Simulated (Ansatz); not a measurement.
A run for Ansatz (a program for electronic structure): U-PBE/cc-pVTZ on aminoborane (SMILES BN), a point of a bond scan (R = 2.014 Å).

Ansatz 0.2 input:
```yaml
crystal:
  periodic: [false, false, false]
  atoms:
    - {symbol: B, position_ang: [-0.77598333, 0.04477233, -0.00303336]}
    - {symbol: N, position_ang: [0.60927771, -0.03515382, 0.00238170]}
    - {symbol: H, position_ang: [-1.41381575, -0.96287333, -0.03105655]}
    - {symbol: H, position_ang: [-1.29389237, 1.11910141, 0.02047198]}
    - {symbol: H, position_ang: [1.81015013, 1.58075452, 0.04826794]}
    - {symbol: H, position_ang: [1.11296685, -0.90681330, -0.01624534]}
basis:
  gaussian:
    orbitals: cc-pVTZ
hamiltonian:
  xc: {name: PBE}
magnetization: {spin_polarized: true, initial_magnetization: 0}
```

The log:

```
WARN ansatz: RAYON_NUM_THREADS=1 ignored (pool sized by the plan → 1); use --threads N
Functional definition: PBE
integrals: 0.02 GiB planned
627 factors; their error is unknown
mean field: 0.32 GiB planned
mean field evaluation 1: about -2211.3273 eV, gradient 5.1e1 eV
mean field evaluation 2: about -2154.7203 eV, gradient 9.5e1 eV
mean field evaluation 4: about -2221.4056 eV, gradient 1.9e1 eV
mean field evaluation 8: about -2225.5769 eV, gradient 6.8e-1 eV
mean field evaluation 16: about -2225.5681 eV, gradient 4.4e-3 eV
mean field evaluation 32: about -2225.4597 eV, gradient 2.3e0 eV
mean field -2225.57700301 eV, -81.7884463104 hartree, gradient 2.5e-5 eV, S^2 0.157472; 3 other end points of the search recorded, 0 dependent functions left out
reference -2225.57703958 eV, -81.7884476542 hartree; 8, 8 occupied and 108, 108 virtual orbitals, 627 factors
Total energy: -2225.57703958 eV, -81.7884476542 hartree
```

The calculation finished and met its thresholds. Its determinant has ⟨S²⟩ = 0.16, a mixture of spin states.

Cost: about 3 core-seconds (a rough figure).
